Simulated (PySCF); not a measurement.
In(OH)(OMe)(NH2), CH₆InNO₂, SMILES C[O][In]([NH2])[OH], CAM-B3LYP/def2-SVP optimised geometry.

```
11

In    -0.92    -0.28     0.00
O     -1.76    -2.08    -0.19
H     -2.71    -2.05    -0.32
O      1.06    -0.28     0.00
C      1.86    -1.42    -0.02
H      1.40    -2.28    -0.54
H      2.81    -1.20    -0.53
H      2.12    -1.76     1.00
N     -1.89     1.49     0.00
H     -1.34     2.28     0.33
H     -2.81     1.52     0.41
```

Density from CAM-B3LYP/def2-TZVP, def2 effective core potentials past Kr run with PySCF at that geometry. The core electrons that the potentials of In replace are not part of the density.

Minimum of the electron density along straight lines between bonded atoms, close to the bond critical point (lines longer than 1.1 times the sum of covalent radii, or with two minima, are not listed):

```tsv
bond	length / Å	ρ at the minimum / e bohr⁻³	∇²ρ there / e bohr⁻⁵	position (fraction from the first atom)
In1–O2	1.990	0.113	0.49	0.52
O2–H3	0.965	0.354	…	0.80
In1–O4	1.982	0.114	0.51	0.52
O4–C5	1.399	0.269	…	0.64
C5–H6	1.106	0.276	-0.95	0.64
C5–H7	1.105	0.277	-0.96	0.65
C5–H8	1.107	0.275	-0.95	0.64
In1–N9	2.015	0.116	…	0.52
N9–H10	1.017	0.330	-1.58	0.74
N9–H11	1.016	0.330	-1.57	0.73
```

Complete the blanks.


- O2–H3, ∇²ρ there / e bohr⁻⁵: -2.32
- O4–C5, ∇²ρ there / e bohr⁻⁵: -0.63
- In1–N9, ∇²ρ there / e bohr⁻⁵: 0.39
